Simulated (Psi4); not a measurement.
C2HO (SMILES [CH-]=C=O), charge -1, singlet, at a GFN2-xTB geometry (a gas-phase anion, which may not be bound at this level). Base run: R2SCAN/def2-SVP in Psi4.

Psi4 was given this input:
```
memory 2 GB

molecule mol {
-1 1
  C     0.017882   -0.126888   -1.227557
  C     0.012039   -0.079027   -0.004614
  H     0.100932   -0.678824   -2.129085
  O    -0.035057    0.239289    1.190263
}

set basis def2-svp
set reference rks

energy('r2scan')
print_variables()
```

Each row names what was changed in the base input (with any setting that the change needs).

```tsv
change	ΔE vs base (mEh)	point group used	SCF cycles
base	0.000	c1	9
jitter_ang = 0.002	-0.531	c1	9
molecule keys = symmetry c1, no_reorient, no_com	0.000	c1	9
molecule keys = no_reorient	0.000	c1	9
molecule keys = symmetry c1	0.000	c1	9
```

A gas-phase anion may not be bound at this level; its values then depend on the basis.
